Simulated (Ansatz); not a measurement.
Cost against result

The pair of Cl⁻ (SMILES [Cl-], atom 1) and C₂H₆ (SMILES CC, atoms 2–9), both closed shells, in one local arrangement (a lower one may exist), relaxed at PBE0-D4/def2-TZVPD:

```xyz
9
angstrom
Cl 0.3766 0.1435 -3.2970
C 0.5418 0.3731 0.6797
C -0.6458 -0.4150 0.1569
H 0.5656 0.4222 1.7749
H 1.4784 -0.0727 0.3362
H 0.5250 1.3941 0.2910
H -0.6178 -0.4305 -0.9384
H -1.5932 0.0331 0.4756
H -0.6305 -1.4480 0.5211
```

Interaction energies are counterpoise-corrected; the time is that of the whole pair.

Ansatz 0.2.0; basis: as named in each row; cores frozen in the correlated methods. B3LYP uses VWN-RPA correlation. Extrapolation: Hartree–Fock as exp(−7.88 √X), correlation as X^−2.97.

Times are rough, for one single point on 4 threads of a shared host (AMD EPYC 7R43).

The estimate by CCSD(T) at an estimated basis limit (MP2 extrapolated from triple and quadruple zeta, plus CCSD(T) − MP2 in triple zeta) is -16.8 kJ/mol.

| method | basis | time (s) | interaction energy (kJ/mol) | method less estimate |
| --- | --- | --- | --- | --- |
| HF | STO-3G | under 1 | -3.7 | 13.2 |
| PBE-D4 | STO-3G | under 1 | -17.4 | -0.5 |
| SPW92 | def2-SVP | under 1 | -28.2 | -11.4 |
| B3LYP-D4 | 6-31G | under 1 | -17.8 | -1.0 |
| PBE-D4 | def2-SVP | under 1 | -23.3 | -6.4 |
| PBE0-D4 | def2-SVP | under 1 | -21.1 | -4.2 |
| CCSD(T) | def2-SVP | 1 | -10.6 | 6.2 |
| wB97M-V | def2-SVP | 1 | -17.3 | -0.5 |
| revPBE-D4 | def2-TZVPPD | 2 | -21.7 | -4.9 |
| PBE-D4 | def2-TZVPPD | 2 | -20.2 | -3.4 |
| BLYP-D4 | def2-TZVPPD | 2 | -19.0 | -2.1 |
| PBE0-D4 | def2-TZVPPD | 2 | -18.7 | -1.8 |
| B3LYP-D4 | def2-TZVPPD | 2 | -18.3 | -1.4 |
| r2SCAN-D4 | def2-TZVPPD | 2 | -17.5 | -0.6 |
| HSE06-D4 | def2-TZVPPD | 2 | -18.7 | -1.8 |
| B2PLYP | def2-TZVPPD | 4 | -13.0 | 3.9 |
| wB97X-V | def2-TZVPPD | 4 | -16.4 | 0.5 |
| B97M-V | def2-TZVPPD | 6 | -17.4 | -0.5 |
| wB97M-V | def2-TZVPPD | 6 | -16.7 | 0.1 |
| MP2 | def2-QZVPPD | 14 | -16.5 | 0.3 |
| CCSD(T) | def2-TZVPPD | 46 | -15.1 | 1.7 |

No T1 diagnostic of these runs exceeds 0.009.
